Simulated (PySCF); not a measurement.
Al(H)(Cl)(vinyl) (C₂H₄AlCl), SMILES [CH]([AlH][Cl])=C.

Coordinates come from a PBE0-D3(BJ)/def2-SVP optimisation. The values are those of a single conformer.

Method: IEF-PCM-PBE0/def2-SVP (PySCF).

The values are the electrostatic part of the solvation free energy, E(continuum) − E(gas) at the gas-phase geometry, in a cavity of scaled van der Waals radii (PySCF's table); cavitation and dispersion terms are not included. A continuum can't describe solvent molecules that bind to the metal. In vacuum the orbital gap is 6.60 eV. The dipole moment in vacuum is 1.81 D.

Problem. Estimate the values in water (ε = 78.36), methanol (ε = 32.61), n-hexane (ε = 1.88). (An estimate is asked for; the answer gives what the named calculation found.)

Solution. 
```json
[
 {"solvent": "water", "ε": "78.36", "ΔG(elec) (kcal/mol)": "-4.5", "dipole (D)": "2.24", "gap (eV)": "6.79"},
 {"solvent": "methanol", "ε": "32.61", "ΔG(elec) (kcal/mol)": "-4.3", "dipole (D)": "2.23", "gap (eV)": "6.78"},
 {"solvent": "n-hexane", "ε": "1.88", "ΔG(elec) (kcal/mol)": "-1.6", "dipole (D)": "1.97", "gap (eV)": "6.66"}
]
```
